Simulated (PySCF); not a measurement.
Task: Give a PBE0-D3(BJ)/def2-SVP geometry of `P[SiH2]N([SiH3])[SiH2]C`.

Result: 
Z-matrix in Å and degrees, rows numbered from 1:
```
C 
Si  1  1.8707
N   2  1.7634  1  111.45
Si  3  1.7521  2  119.47  1   115.51
Si  3  1.7493  2  119.76  1   -61.61
P   5  2.2651  3  109.25  2    95.79
H   1  1.1013  2  110.89  3  -177.35
H   1  1.1007  2  110.49  3   -56.88
H   1  1.1013  2  110.90  3    62.65
H   2  1.4973  1  110.78  3   117.76
H   2  1.4961  1  109.98  3  -122.04
H   4  1.4953  3  111.34  2   -55.21
H   4  1.4947  3  111.85  2    65.85
H   4  1.4954  3  107.63  2  -174.32
H   5  1.4946  3  110.22  2  -140.08
H   5  1.4964  3  108.24  2   -20.65
H   6  1.4300  5   94.50  3   166.50
H   6  1.4297  5   93.07  3    72.57
```

Of the pairs four or more bonds apart, Si5···H9 is among the closest relative to their van der Waals radii: 3.42 Å, 104 % of the sum of Bondi's values. Si4 (SiH3 silicon) is tetrahedral (angles from 107.6° to 111.9°). Si2 (SiH2 silicon) is distorted tetrahedral (angles from 106.0° to 111.5°). P6 (three-coordinate phosphorus) is pyramidal (angles 94.5°, 93.7° and 93.1°, sum 281.2°, 0.86 Å off the plane of its three neighbours).

Computed, not measured: PySCF, PBE0-D3(BJ)/def2-SVP geometry optimisation, gas phase.

Point group: C1 (no symmetry element, even within 0.4 Å). No frequency check. One conformer, not necessarily the lowest (C1–Si2–N3–Si4 116°, Si2–N3–Si5–P6 96°, N3–Si5–P6–H 167° and 73°).
